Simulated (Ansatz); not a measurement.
Species: C4H3BrO (charge 0, singlet). 
Geometry from a B3LYP-D3(BJ)/def2-TZVP (Ansatz, a first-principles code) optimisation:
SMILES: Brc1ccco1
```xyz
9

Br     1.5034    -0.2805    -0.0023
C     -0.3076     0.1641    -0.0095
C     -0.9459     1.3561    -0.1091
C     -2.3436     1.0460    -0.0535
C     -2.4372    -0.2989     0.0743
O     -1.1885    -0.8581     0.1030
H     -0.4844     2.3223    -0.2085
H     -3.1634     1.7423    -0.1032
H     -3.2583    -0.9877     0.1545
```

Wanted: vertical ionisation energy (to the doublet state of charge +1; each state is the SCF solution reached for its spin; for the singlet the Hartree-Fock reference is unstable and T1 is 0.013), in eV. Correlated levels leave the core frozen unless marked. Open shells are spin-unrestricted. Spin-orbit coupling is left out. The frozen core is the preceding noble-gas configuration, with the filled d and f shells of earlier blocks. No relativistic terms. Basis-set limits of correlation are two-point, X^-3; Hartree-Fock from the larger set. The bracket is a focal-point correction in the basis named.

```
level             program  vertical ionisation energy (eV)
----------------  -------  -------------------------------
HF/aug-cc-pVDZ     Ansatz                             7.59
HF/aug-cc-pVTZ     Ansatz                             7.55
HF/aug-cc-pVQZ     Ansatz                             7.55
SVWN5/def2-TZVPD   Ansatz                             8.76
PBE/def2-TZVPD     Ansatz                             8.50
PBE0/def2-TZVPD    Ansatz                             8.61
BHLYP/def2-TZVPD   Ansatz                             8.52
```

**Question.** What does RI-MP2/CBS(aug-cc-pVTZ,aug-cc-pVQZ)+[CCSD(T)-MP2]/aug-cc-pVTZ (Ansatz) give?

**Answer.** 8.92 eV
